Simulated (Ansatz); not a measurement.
Species: AgI, charge 0, multiplicity 1. SMILES: [Ag][I]
Geometry: optimised at B3LYP-D3(BJ)/def2-TZVP (Ansatz, a program for electronic structure).

Property: atomisation energy (electronic, to ground-state atoms), in eV. Valence correlation only, unless marked. UHF or UKS for open shells. Spin-orbit coupling is left out. The frozen core is the preceding noble-gas configuration, with the filled d and f shells of earlier blocks. In def2 rows, elements after Kr have scalar-relativistic effective core potentials. STO-3G rows are all-electron and non-relativistic. The coupled-cluster limit lacks core correlation, which all-electron functionals hold. CBS(X,Y): correlation extrapolated as X^-3; Hartree-Fock from the larger set. [CCSD(T)-MP2]/basis is that difference in the basis named. The program attaches cautions to a run behind MP2/STO-3G: other roots.

```json
[
 {"level": "HF/def2-QZVPPD", "program": "Ansatz", "atomisation energy (eV)": "1.79", "minus last row": "-0.88"},
 {"level": "BLYP-D3(BJ)/def2-TZVPD", "program": "Ansatz + dftd3", "atomisation energy (eV)": "2.50", "minus last row": "-0.17"},
 {"level": "B3LYP/def2-TZVPD", "program": "Ansatz", "atomisation energy (eV)": "2.40", "minus last row": "-0.27"},
 {"level": "PBE0-D3(BJ)/def2-TZVPD", "program": "Ansatz + dftd3", "atomisation energy (eV)": "2.62", "minus last row": "-0.05"},
 {"level": "r2SCANh/def2-TZVPD", "program": "Ansatz", "atomisation energy (eV)": "2.62", "minus last row": "-0.05"},
 {"level": "r2SCAN0-D4/def2-TZVPD", "program": "Ansatz + dftd4", "atomisation energy (eV)": "2.59", "minus last row": "-0.08"},
 {"level": "B2GP-PLYP-D4/def2-TZVPD", "program": "Ansatz + dftd4", "atomisation energy (eV)": "2.55", "minus last row": "-0.12"},
 {"level": "B2GP-PLYP/def2-TZVPD", "program": "Ansatz", "atomisation energy (eV)": "2.53", "minus last row": "-0.14"},
 {"level": "B2PLYP-D3(BJ)/def2-TZVPD", "program": "Ansatz + dftd3", "atomisation energy (eV)": "2.56", "minus last row": "-0.11"},
 {"level": "MP2/STO-3G", "program": "Ansatz", "atomisation energy (eV)": "1.49", "minus last row": "-1.18"},
 {"level": "MP2/def2-QZVPPD", "program": "Ansatz", "atomisation energy (eV)": "2.68", "minus last row": "0.01"},
 {"level": "MP2/CBS(def2-TZVPP,def2-QZVPP)", "program": "Ansatz", "atomisation energy (eV)": "2.76", "minus last row": "0.09"},
 {"level": "SCS-MP2/def2-SVPD", "program": "Ansatz", "atomisation energy (eV)": "2.48", "minus last row": "-0.19"},
 {"level": "SCS-MP2/def2-TZVPPD", "program": "Ansatz", "atomisation energy (eV)": "2.49", "minus last row": "-0.18"},
 {"level": "SCS-MP2/def2-QZVPPD", "program": "Ansatz", "atomisation energy (eV)": "2.61", "minus last row": "-0.06"},
 {"level": "CCSD/def2-SVPD", "program": "Ansatz", "atomisation energy (eV)": "2.42", "minus last row": "-0.25"},
 {"level": "CCSD/def2-TZVPPD", "program": "Ansatz", "atomisation energy (eV)": "2.41", "minus last row": "-0.26"},
 {"level": "CCSD(T)/def2-SVP", "program": "Ansatz", "atomisation energy (eV)": "2.38", "minus last row": "-0.29"},
 {"level": "RI-MP2/CBS(def2-TZVPP,def2-QZVPP)+[CCSD(T)-MP2]/def2-TZVPP", "program": "Ansatz", "atomisation energy (eV)": "2.70", "minus last row": "0.03"},
 {"level": "CCSD(T)/CBS(def2-TZVPP,def2-QZVPP)", "program": "Ansatz", "atomisation energy (eV)": "2.68", "minus last row": "0.01"},
 {"level": "CCSD(T)/CBS(def2-TZVPPD,def2-QZVPPD)", "program": "Ansatz", "atomisation energy (eV)": "2.67", "minus last row": "0.00"}
]
```
